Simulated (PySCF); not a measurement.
C₃H₉NSi, SMILES N[SiH]1CCC1. Atoms are numbered in the order given.

```xyz
14

N      2.1197    -0.2369    -0.3346
Si     0.5609     0.3443     0.1106
C     -0.9477     0.3924    -1.0423
C     -1.7742    -0.0667     0.1876
C     -0.6711    -0.7555     1.0341
H      2.2591    -1.0977    -0.8486
H      2.9166     0.3823    -0.4071
H      0.8040     1.6605     0.7794
H     -1.2783     1.3107    -1.5490
H     -0.8903    -0.4139    -1.7937
H     -2.6418    -0.7050    -0.0491
H     -2.1643     0.8127     0.7264
H     -0.7859    -0.7229     2.1271
H     -0.5515    -1.8103     0.7325
```
Charge 0, spin multiplicity 1.

The structure is a stationary point at PBE0-D3(BJ)/def2-SVP. Other conformers were not sampled.

These are PBE/pcSseg-1 run with PySCF values and carry that method's errors.

GIAO shieldings, no solvent; atoms listed in one row are averaged. δ = σ(ref) − σ: ¹⁵N against NH3 (σ = 267.0 ppm); ²⁹Si against TMS (σ = 335.4 ppm); ¹³C against TMS (σ = 182.0 ppm); ¹H against TMS (σ = 31.49 ppm), references at their B3LYP-D3(BJ)/def2-TZVP geometries, non-relativistic.

### Question
Estimate the chemical shifts. (The exact figures need the calculation; the answer reports its results.)

### Answer

```
nucleus  atoms  count  δ (ppm)
-------  -----  -----  -------
¹⁵N         N1      1     36.9
²⁹Si       Si2      1    -12.1
¹³C         C3      1     28.2
¹³C         C5      1     26.1
¹³C         C4      1     17.8
¹H          H8      1     5.16
¹H         H11      1     2.23
¹H         H13      1     1.68
¹H          H9      1     1.61
¹H         H12      1     1.59
¹H         H14      1     1.57
¹H          H7      1     1.49
¹H         H10      1     1.44
¹H          H6      1     0.94
```
